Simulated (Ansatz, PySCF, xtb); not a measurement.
Two conformers of C2H5FSi (SMILES C=C[SiH2]F), B3LYP-D3(BJ)/def2-TZVP minima.
Conformer 1 (charge 0, multiplicity 1, Z-matrix in Å and degrees):
```
C
C 1 1.3326
H 2 1.0849 1 122.40
H 2 1.0852 3 115.87 1 -179.95
H 1 1.0876 2 118.28 3 0.14
Si 1 1.8500 5 119.51 2 178.59
F 6 1.6095 1 110.23 5 62.83
H 6 1.4786 7 108.18 1 -119.48
H 6 1.4790 8 111.06 7 116.29
```
Conformer 2 (charge 0, multiplicity 1):
| atom | x (Å) | y (Å) | z (Å) |
|---|---|---|---|
| C | -1.5163 | -0.0706 | -0.2540 |
| C | -0.4518 | 0.5081 | 0.2986 |
| Si | 1.2745 | -0.1231 | 0.0845 |
| F | 1.2246 | -1.4321 | -0.8489 |
| H | -2.5204 | 0.3157 | -0.1158 |
| H | -1.4257 | -0.9583 | -0.8699 |
| H | -0.6033 | 1.3976 | 0.9075 |
| H | 2.1413 | 0.8747 | -0.5805 |
| H | 1.8772 | -0.5120 | 1.3785 |

No zero-point or thermal terms.

Correlated levels freeze the cores. Rows in 6-31G* carry no dispersion term and start afresh at each structure (6-31G* with six Cartesian d functions). MP2/6-31G* freezes PySCF's default core.

Codes used: Ansatz (Gaussian basis) for Hartree–Fock, density functionals and correlated methods; PySCF for 6-31G* rows, the dispersion terms; xtb for the GFN methods. Values without a source in brackets are computed.

```
level                    electronic energy of conformer 2 less that of conformer 1 (kJ/mol)
-----------------------  ------------------------------------------------------------------
GFN-FF                                                                                 -3.6
SVWN5/def2-TZVPP                                                                        0.4
BLYP-D4/def2-TZVPP                                                                      0.8
PBE0/def2-TZVPP                                                                         1.0
BHLYP/def2-TZVPP                                                                        1.1
CAM-B3LYP-D4/def2-TZVPP                                                                 0.9
MP2/6-31G*                                                                              2.6
SCS-MP2/cc-pV(T+d)Z                                                              (withheld)
CCSD/cc-pV(D+d)Z                                                                        0.8
```

**Question.** Fill in the missing entries.

**Answer.** 
- SCS-MP2/cc-pV(T+d)Z, electronic energy of conformer 2 less that of conformer 1 (kJ/mol): 1.6

Ansatz is a program for electronic structure.
